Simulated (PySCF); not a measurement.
## Chlorine: a sound run and one with changed settings

Sound run: Cl⁺ [Ne] 3s2 3p4, Cl²⁺ [Ne] 3s2 3p3. All numbers are calculated (PySCF 2.14, no relativity, point nucleus, in cc-pV(D+d)Z). In the sound run the correlated levels freeze [Ne]. The sound run starts from symmetry-adapted Hartree-Fock orbitals and uses a fine grid where one is needed.

Changed run: basis STO-3G. This setting is unsound on purpose.

```csv
species,method,sound run (hartree),changed run (hartree),converged
Cl⁺,UHF,-459.03729,-454.12970,yes
Cl⁺,BP86,-459.70074,-454.67452,yes
Cl⁺,MN15,-459.54356,-453.56166,yes
Cl⁺,MP2,-459.12752,-454.12970,yes
Cl²⁺,UHF,-458.20817,-453.24325,yes
Cl²⁺,BP86,-458.81813,-453.72611,yes
Cl²⁺,MN15,-458.66548,-452.61727,yes
Cl²⁺,MP2,-458.28179,-453.24325,yes
```

Ionisation energy of Cl⁺:

| method | sound run (eV) | changed run (eV) |
| --- | --- | --- |
| UHF | 22.562 | 24.121 |
| BP86 | 24.017 | 25.808 |
| MN15 | 23.894 | 25.698 |
| MP2 | 23.013 | 24.121 |
| SCS-MP2 | 23.037 | 24.121 |

A minimal basis cannot let orbitals breathe on ionisation and holds almost no correlation.

For comparison, NIST gives 23.814 eV between the lowest levels.
